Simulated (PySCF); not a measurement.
**Structure and vertical S1–T1 gap**

Theory: TDA wB97X-D/def2-TZVP excited states, vertical, gas phase in PySCF 2.14.0. Geometry: PBE0-D3(BJ)/def2-SVP.

Each molecule in one low-energy conformer.

Scalar relativity is left out, which matters for the atoms heavier than Zn.

How does the vertical S1–T1 gap change along this series?
- [SiH3]c1cc[o+]cc1 (H replaced by SiH3)
- C#Cc1cc[o+]cc1 (H replaced by ethynyl)
- C[Se]c1cc[o+]cc1 (H replaced by SeCH3)


```csv
molecule,S1 (eV),S1 from,f(S1),T1 (eV),T1 from,S1 − T1 (eV),S0–T1 spin-orbit coupling (cm⁻¹),S1–T1 spin-orbit coupling (cm⁻¹)
[SiH3]c1cc[o+]cc1,5.06,HOMO−3→LUMO,0.006,3.59,HOMO→LUMO,1.47,0.08,1.53
C#Cc1cc[o+]cc1,3.86,HOMO−1→LUMO,0.000,3.05,HOMO→LUMO,0.82,0.00,11.09
C[Se]c1cc[o+]cc1,4.32,HOMO→LUMO,0.468,2.66,HOMO→LUMO,1.66,2.72,0.59
```
The vertical S1–T1 gap is lowest for C#Cc1cc[o+]cc1 and highest for C[Se]c1cc[o+]cc1.
